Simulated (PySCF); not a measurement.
C3H3F4, SMILES F[CH]CC(F)(F)F, multiplicity 2. Atoms are numbered in the order given.

```xyz
10

F      2.1410    -0.6848    -0.8285
C      1.7619    -0.0386     0.2789
C      0.4503    -0.4288     0.8524
C     -0.7580     0.1405     0.1148
F     -0.7947    -0.2661    -1.1620
F     -1.9034    -0.2451     0.7009
F     -0.7360     1.4853     0.1120
H      2.1879     0.9645     0.3776
H      0.3443    -1.5258     0.8496
H      0.3809    -0.0801     1.8944
```
Charge 0, spin multiplicity 2.

Geometry: B3LYP-D3(BJ)/def2-SVP. The isomer is the one that the SMILES or the coordinates give; other isomers of the formula were not compared. One conformer was computed; it need not be the lowest.

The numbers are results of PySCF with B3LYP/pcH-1, not measurements.

Unrestricted Kohn–Sham, ⟨S²⟩ = 0.753. Hyperfine tensors hold the contact and dipolar terms, without spin-orbit corrections.

Question: Estimate the hyperfine couplings. (The exact figures need the calculation; the answer reports its results.)

Answer: 
```tsv
nucleus	A(iso) (MHz)	A(iso) (G)	dipolar principal values (MHz)
19F no. 1	164.8	58.8	-289.9, -252.4, 542.3
13C no. 2	189.7	67.7	-84.0, -81.4, 165.4
13C no. 3	-20.0	-7.1	-1.8, -1.7, 3.5
13C no. 4	95.0	33.9	-6.4, -5.8, 12.2
19F no. 5	-0.9	-0.3	-7.3, -2.6, 9.9
19F no. 6	19.0	6.8	-16.9, -15.9, 32.8
19F no. 7	0.3	0.1	-6.4, -0.6, 7.1
1H no. 8	-44.8	-16.0	-35.8, -3.6, 39.4
1H no. 9	37.7	13.4	-5.5, -4.6, 10.2
1H no. 10	22.7	8.1	-6.0, -4.5, 10.5
```
